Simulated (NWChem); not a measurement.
Species: GeHCl3; SMILES [Cl][GeH]([Cl])[Cl]

All runs: NWChem. Coordinates come from a PBE0/def2-SVP optimisation. Total energies compare along this basis series because the functional is fixed.

```csv
level,basis functions,energy (Ha),highest occupied level (eV),orbital gap (eV),dipole (D)
PBE/3-21G,63,-3440.7072,-8.21,5.42,2.16
PBE/pcseg-1,86,-3457.1767,-8.05,5.40,1.57
PBE/aug-pcseg-1,126,-3457.1827,-8.03,5.33,1.44
PBE/pcseg-2,159,-3457.5735,-8.00,5.40,1.46
PBE/def2-TZVPP,188,-3457.4981,-7.94,5.43,1.39
```
